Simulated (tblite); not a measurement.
Question: Write a Z-matrix for InChI=1S/C7H11OP/c1-7-2-4-9(6-8)5-3-7/h2-5,7-8H,6H2,1H3 as optimised with GFN2-xTB.

Answer: 
Z-matrix in Å and degrees, rows numbered from 1:
```
C 
C   1  1.5373
C   2  1.5034  1  109.45
C   3  1.3252  2  123.44  1   -82.84
P   4  1.8121  3  122.07  2     0.58
C   5  1.8794  4   98.31  3  -130.65
O   6  1.3997  5  114.40  4    42.07
C   5  1.8147  4   96.01  3   -32.57
C   8  1.3265  5  122.20  4    32.98
H   1  1.0875  2  110.30  3   -57.81
H   1  1.0878  2  110.46  3  -178.32
H   1  1.0890  2  109.35  3    61.86
H   2  1.0951  1  108.38  3   118.97
H   3  1.0820  2  115.98  1    96.43
H   4  1.0812  3  121.98  2   178.35
H   6  1.0932  5  108.39  4   -76.80
H   6  1.1019  5  107.43  4   166.66
H   7  0.9653  6  108.75  5    52.48
H   8  1.0841  5  116.11  4  -150.73
H   9  1.0824  2  116.20  1   -95.87
```

The 3 C–P bonds span 1.812 Å (C4–P5, drawn single) to 1.879 Å (P5–C6, drawn single), a spread of 0.067 Å. The 6-membered ring C2–C3–C4–P5–C8–C9 has internal angles of 96.0° to 123.4° (sum 698°, against 720° for a flat polygon); it is puckered, 0.23 Å rms from its mean plane, widest ring torsion 38°. Of the pairs four or more bonds apart, C8···H18 is among the closest relative to their van der Waals radii: 2.54 Å, 87 % of the sum of Bondi's values. P5 (phosphine phosphorus) is pyramidal (angles 98.3°, 97.1° and 96.0°, sum 291.4°, 0.92 Å off the plane of its three neighbours).

The geometry is computed with GFN2-xTB (gas phase).

Its GFN2-xTB frequencies are all real (lowest 54 cm⁻¹). The numbers are those of one conformer (C4–P5–C6–O7 42°, P5–C6–O7–H 52°, C1–C2–C3–C4 -83°, C3–C4–P5–C6 -131°, C4–P5–C8–C9 33°, C1–C2–C9–C8 83°). 2 starts were optimised and ended at 0.00 and 2.54 kcal/mol (GFN2-xTB); the lowest of these is shown.
